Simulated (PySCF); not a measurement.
Structure with atom numbers: `[O:1]=[C:2]1[CH2:3][CH:4]=[C:5]([F:6])[SiH2:7]1`. Hydrogens are named by the atom that carries them.

Geometry: PBE0-D3(BJ)/def2-SVP; GIAO absolute shieldings from PySCF 2.14, gas phase, non-relativistic, averaged over equivalent atoms.

At PBE0/cc-pVDZ (127 basis functions, 14 s wall time on 1 thread of an Arm Neoverse V1, shared host):
```
 atoms  σ (ppm)
    O1   -476.3
    C2    -37.5
    C5     31.0
    C4     70.6
    C3    147.9
    F6    295.0
   Si7    498.2
 H(C4)    25.01
H(Si7)    27.06
 H(C3)    28.49
```

Question: Estimate the result of repeating the calculation with KT3/pcSseg-1.

Answer: 
```
 atoms  σ at KT3/pcSseg-1  change
    O1             -446.7   +29.6
    C2              -40.1    -2.6
    C5               20.0   -11.0
    C4               62.1    -8.5
    C3              132.5   -15.4
    F6              263.2   -31.8
   Si7              460.5   -37.7
 H(C4)              25.08   +0.07
H(Si7)              27.16   +0.10
 H(C3)              28.33   -0.16
```

The largest change is at Si7 (silicon bonded to 2 C, 2 H, in a 5-membered ring). Cost: 151 basis functions, 24 s wall time on 1 thread of an Arm Neoverse V1, shared host. The order of the carbon signals is the same at both levels.
